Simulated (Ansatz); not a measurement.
BrF₂HOTi, SMILES `[OH][Ti]([F])([F])[Br]`. Charge 0, multiplicity 1. Correlated methods include outer-core shells of Br, Ti, which these sets cover unevenly. Scalar relativity is left out up to krypton.

```xyz
6

O    -0.873    1.051   -0.179
Ti    0.318   -0.182    0.204
F    -0.446   -1.471    1.097
F     1.593    0.539    1.152
Br    1.186   -1.074   -1.788
H    -1.778    1.136   -0.486
```

Q: Give the diagnostics of a CCSD(T)/def2-TZVPP run (frozen core, Ansatz). (Best estimate.)

A: Ansatz gave: T1 = 0.0218, largest single amplitude 0.043, largest double 0.028, (T) share of the correlation energy 4.4 %, 13 CCSD cycles. The RHF solution is stable towards an unrestricted one. T1 lies over the customary mark of 0.02 for closed shells; compounds of d metals often pass it without a breakdown.
